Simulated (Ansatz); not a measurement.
```yaml
crystal:
  periodic: [false, false, false]
  atoms:
    - {symbol: F, position_ang: [1.165062, -1.817469, 1.524381]}
    - {symbol: C, position_ang: [0.815394, -0.808081, 0.847060]}
    - {symbol: O, position_ang: [0.009991, -0.831105, 0.101000]}
    - {symbol: Sn, position_ang: [-0.655648, 1.392585, -0.860162]}
    - {symbol: H, position_ang: [1.482609, 0.058294, 1.346251]}
    - {symbol: H, position_ang: [-2.443781, 1.019850, -0.558788]}
    - {symbol: H, position_ang: [-0.558527, 0.580069, -2.556612]}
basis:
  gaussian: {orbitals: ANO-RCC-VTZP}
magnetization: {spin_polarized: true, initial_magnetization: 8}
hamiltonian: {xc: {name: BLYP}, dispersion: d3bjatm}
output: {forces: true}
```

```sh
$ ansatz run in.yaml --threads 2 --pin off --events-out ev --progress --plain --max-ram 4352MiB
```

It prints (some lines left out):

```
Functional definition: BLYP
1455 factors; their error is unknown
mean field evaluation 1: about -173896.6053 eV, gradient 4.6e1 eV
mean field evaluation 2: about -173829.2785 eV, gradient 1.3e2 eV
mean field evaluation 4: about -173897.5796 eV, gradient 3.5e1 eV
mean field evaluation 8: about -173907.6239 eV, gradient 1.9e0 eV
mean field evaluation 16: about -173907.6102 eV, gradient 6.2e-3 eV
mean field -173907.61018068 eV, -6390.9867953281 hartree, gradient 2.2e-5 eV, S^2 20.005577; 6 other end points of the search recorded, 0 dependent functions left out
reference -173907.61052374 eV, -6390.9868079353 hartree; 42, 34 occupied and 158, 166 virtual orbitals, 1455 factors
Total energy: -173907.87288451 eV, -6390.9964495157 hartree
Relativity: scalar
Atom 0 at     1.165062    -1.817469     1.524381 Å, force     1.893259    -5.017312     3.894084 eV/Å
Atom 1 at     0.815394    -0.808081     0.847060 Å, force    14.770627     3.252002    10.950318 eV/Å
Atom 2 at     0.009991    -0.831105     0.101000 Å, force   -15.109500     0.046221   -13.566148 eV/Å
Atom 3 at    -0.655648     1.392585    -0.860162 Å, force     4.213655     4.531762     2.943724 eV/Å
Atom 4 at     1.482609     0.058294     1.346251 Å, force    -1.097395     0.356649    -0.663404 eV/Å
Atom 5 at    -2.443781     1.019850    -0.558788 Å, force    -4.801782    -1.076417     0.682326 eV/Å
Atom 6 at    -0.558527     0.580069    -2.556612 Å, force     0.131135    -2.092906    -4.240901 eV/Å
Dipole moment:     0.303275    -0.793016     0.468347 e Å
```

**Question.** What is wrong with this run?

**Answer.** The spin is set far too high for this molecule. The run converged. The result belongs to that input, not to the molecule as meant.
